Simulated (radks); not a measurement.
The numbers below are computed, except where a source is named.
Te IV, 49 electrons, occupied as [Kr] 4d10 5p1 4f2 (not the ground configuration). Code: a radial shooting solver on a logarithmic mesh with Libxc functionals. Model: Dirac Kohn-Sham, LDA (Slater exchange, Perdew-Wang correlation), spin-unpolarised, spherical densities, finite nucleus; open shells fill j = l - 1/2 first; Fermi nuclear charge, rms radius 4.7423 fm.

Normalised radial functions P(r) = r R(r) (large component), r in bohr:

```
   r/bohr * 5p1/2, o 5p3/2, + 4f7/2 (the largest magnitude, 0.797, reaches the edge; | marks zero, & curves that meet)
 0.002696                             &
 0.003113                             &
 0.003624                             &
 0.004185                             &
 0.004834                             &
 0.005582                             &
 0.006499                             &*
 0.007505                             &*
 0.008668                             +&
  0.01009                             +&
  0.01165                             +&
  0.01346                             +&
  0.01554                             +o*
  0.01809                             + &
   0.0209                             + o*
  0.02413                             +  &
   0.0281                             +  o*
  0.03245                             +   &
  0.03747                             +    &
  0.04328                             +    &
  0.05038                             +     &
  0.05818                             +     &
   0.0672                             +     &
  0.07823                             +    &
  0.09034                             +   &
   0.1043                             + *o
   0.1205                             &
   0.1403                          *o |+
    0.162                       *o    |+
   0.1871                     *o      |+
   0.2178                    &        | +
   0.2515                    o*       |  +
   0.2905                      o*     |   +
   0.3355                         o*  |    +
   0.3906                             |o *  +
   0.4511                             |     o &
   0.5209                             |        + o*
   0.6064                             |          + o*
   0.7004                             |           +&
   0.8088                             |       * o  +
   0.9341                             | *o          +
    1.087                      * o    |               +
    1.256              * o            |                +
     1.45       * o                   |                +
    1.689   *o                        |                 +
     1.95  &                          |                  +
    2.252    &                        |                  +
    2.601       o*                    |                  +
    3.028             o*              |                +
    3.497                  o*         |              +
    4.038                      o*     |            +
    4.701                          &  |         +
     5.43                            &|      +
     6.27                             &   +
    7.242                             & +
     8.43                             &+
    9.736                             &
```

5p1/2: eigenvalue -35.804 eV, 3 radial nodes at r = 0.118, 0.363, 0.964 bohr, <r> = 2.13 bohr, 90 % of the charge inside 3.08 bohr. 5p3/2 (empty): eigenvalue -34.460 eV, 3 radial nodes at r = 0.124, 0.376, 0.998 bohr, <r> = 2.20 bohr, 90 % of the charge inside 3.17 bohr. 4f7/2 (empty): eigenvalue -14.509 eV, 0 radial nodes, <r> = 2.67 bohr, 90 % of the charge inside 4.42 bohr.
